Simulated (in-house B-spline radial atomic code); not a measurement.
RPA and G0W0 for Ca IX (Ca8+), [Ne] 3s2, as one setting changes: the share of exact exchange in the PBE hybrid start. A dash marks a level of low quasi-particle weight. Computed with an all-electron radial atomic-structure program (B-spline basis): all electrons, scalar-relativistic (spin-free one-electron X2C), finite nucleus, each spin shell either full or empty, empty states to l = 9 with an (l + 1/2)⁻⁴ tail; G0W0 by contour deformation at full frequency.

| share of exact exchange in the PBE hybrid start | mean-field level (eV) | G0W0 level (eV) | RPA correlation (Eh) |
| --- | --- | --- | --- |
| 0 | -178.68 | 3s -189.35 | -0.80438 |
| 0.1 | -179.58 | 3s -189.28 | -0.79328 |
| 0.2 | -180.47 | 3s -189.22 | -0.78298 |
| 0.3 | ? | ? | ? |
| 0.4 | -182.25 | 3s -189.11 | -0.76433 |
| 0.5 | -183.14 | 3s -189.05 | -0.7558 |
| 0.6 | ? | ? | ? |
| 0.7 | -184.91 | 3s -188.95 | -0.74002 |
| 0.8 | -185.79 | 3s -188.90 | -0.73267 |
| 0.9 | -186.67 | 3s -188.86 | -0.72563 |
| 1 | -187.55 | 3s -188.82 | -0.71888 |

Question: What belongs in the row for 0.3?

Answer: mean-field level (eV): -181.36; G0W0 level (eV): 3s -189.16; RPA correlation (Eh): -0.77336.

Question: What belongs in the row for 0.6?

Answer: mean-field level (eV): -184.02; G0W0 level (eV): 3s -189.00; RPA correlation (Eh): -0.74771.
